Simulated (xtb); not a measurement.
xtb input (GFN1-xTB):

```bash
xtb mol.xyz --gfn 1 --sp --chrg 0 --uhf 0
```
mol.xyz:
```
2

Cs    -0.00000000    -0.00000000    -2.36930431
Cs     0.00000000     0.00000000     2.36930431
```

End of the output:

```
         :::::::::::::::::::::::::::::::::::::::::::::::::::::
         ::                     SUMMARY                     ::
         :::::::::::::::::::::::::::::::::::::::::::::::::::::
         :: total energy              -0.630331410640 Eh    ::
         :: gradient norm              0.005877763758 Eh/a0 ::
         :: HOMO-LUMO gap              2.759644379729 eV    ::
         ::.................................................::
         :: SCC energy                -0.630296827141 Eh    ::
         :: -> electrostatic           0.002269991423 Eh    ::
         :: repulsion energy           0.000084213370 Eh    ::
         :: dispersion energy         -0.000118796868 Eh    ::
         :: halogen bond corr.         0.000000000000 Eh    ::
         :: add. restraining           0.000000000000 Eh    ::
         :: total charge               0.000000000000 e     ::
         :::::::::::::::::::::::::::::::::::::::::::::::::::::

           -------------------------------------------------
          |                Property Printout                |
           -------------------------------------------------

    * Orbital Energies and Occupations

         #    Occupation            Energy/Eh            Energy/eV
      -------------------------------------------------------------
         1        2.0000           -0.3302388              -8.9863 (HOMO)
         2                         -0.2288237              -6.2266 (LUMO)
         3                         -0.2288237              -6.2266
         4                         -0.2198433              -5.9822
         5                         -0.1668905              -4.5413
         6                          0.0186413               0.5073
         7                          0.0186413               0.5073
         8                          2.4405357              66.4104
      -------------------------------------------------------------
                  HL-Gap            0.1014151 Eh            2.7596 eV
             Fermi-level           -0.2795313 Eh           -7.6064 eV

  Mulliken/CM5 charges         n(s)   n(p)   n(d)
     1Cs    0.00000  0.00000   0.790  0.210  0.000
     2Cs    0.00000  0.00000   0.790  0.210  0.000

Wiberg/Mayer (AO) data.
largest (>0.10) Wiberg bond orders for each atom

 ---------------------------------------------------------------------------
     #   Z sym  total        # sym  WBO       # sym  WBO       # sym  WBO
 ---------------------------------------------------------------------------
     1  55 Cs   1.000 --     2 Cs   1.000
     2  55 Cs   1.000 --     1 Cs   1.000
 ---------------------------------------------------------------------------

Topologies differ in total number of bonds
Writing topology from bond orders to xtbtopo.mol

 dipole moment from electron density (au)
     X       Y       Z
   0.0000  -0.0000  -0.0000  total (Debye):    0.000

           -------------------------------------------------
          | TOTAL ENERGY               -0.630331410640 Eh   |
          | GRADIENT NORM               0.005877763758 Eh/α |
          | HOMO-LUMO GAP               2.759644379729 eV   |
           -------------------------------------------------

------------------------------------------------------------------------
Note: The following floating-point exceptions are signalling: IEEE_DENORMAL
normal termination of xtb
------------------------------------------------------------------------
 total:
 SCF:
```
